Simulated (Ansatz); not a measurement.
`CNP` + `O[AsH2]` → `PO[AsH2]` + CH₃NH₂  (ligand exchange at a P–N bond)

Calculated with Ansatz (gas phase, PBE0-D4/def2-TZVP geometries, no zero-point term in ΔE). CBS: MP2 limit from def2 TZ/QZ plus the TZ coupled-cluster correction, frozen cores. Functionals use def2-TZVPP. HSE06 is defined as in plane-wave codes. For As outer-core shells are correlated without core-valence functions, which leaves a few kJ/mol of doubt a bond. Scalar relativity is left out up to krypton. Each species was taken in one conformer, which may not be the lowest.

| level | ΔE (eV) |
| --- | --- |
| PBE0-D4 | -0.03 |
| HSE06-D4 | -0.03 |
| MP2/def2-TZVPP | -0.06 |
| CCSD(T)/def2-TZVPP | -0.07 |

What does CCSD(T)/CBS give? (An estimate is asked.)

Computed: -0.08 eV. The listed levels differ from it by 0.05, 0.05, 0.02, 0.01 eV.

What do rigid-rotor, harmonic-oscillator terms from PBE0-D4/def2-TZVP frequencies (298.15 K, 1 bar) make of the CCSD(T)/CBS value? (Estimate.)

Computed: ΔZPE = 0.00 eV, ΔH = -0.07 eV, ΔS = 16 J/(mol·K), ΔG = -0.12 eV. Modes under 50 cm⁻¹ make the entropy rough.

Largest T1 diagnostic among the species: 0.013.

In def2-TZVPP, CCSD(T) changes the Hartree–Fock value by +0.04 eV (the triples alone add +0.00 eV) and MP2 by +0.06 eV. Leaving LDA and LC-ωPBE aside and taking each functional with its dispersion term where it has one, the values, not all of them listed here, spread over 0.08 eV, from BHLYP-D4 to revPBE-D4. LDA lies +0.05 eV from PBE without D4.
